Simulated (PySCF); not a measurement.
# Working out the ionisation energy of Zr⁺

Zr⁺ [Kr] 4d2 5s1 (4F) → Zr²⁺ [Kr] 4d2 (3F). Calculation: PySCF 2.14, in x2c-QZVPPall (13s8p7d3f2g, 111 functions); scalar relativity by spin-free X2C-1e. Frozen: [Kr]. Energies in hartree (1 hartree = 27.21139 eV):

```tsv
part	Zr⁺ (lower)	Zr²⁺ (upper)
UHF	-3596.035551	-3595.584391
CCSD correlation	-0.016487	-0.005121
(T)	-0.000161	0.000000
```

Task: What does Hartree-Fock give?

Result: (-3595.584391) − (-3596.035551) = 0.451160 hartree = 12.277 eV.

Task: What do CCSD and CCSD(T) give?

Result: The CCSD correlation energies differ by 0.011366 hartree = 0.309 eV and the triples by 0.000161 hartree = 0.004 eV, so CCSD gives 12.586 eV and CCSD(T) 12.590 eV.

A first-order spin-orbit estimate adds -0.010 eV to CCSD(T) (valence), giving 12.580 eV against 13.13 eV (measured; NIST Atomic Spectra Database, ionization energies).

What remains against the reference includes basis incompleteness, the frozen core and higher excitations.
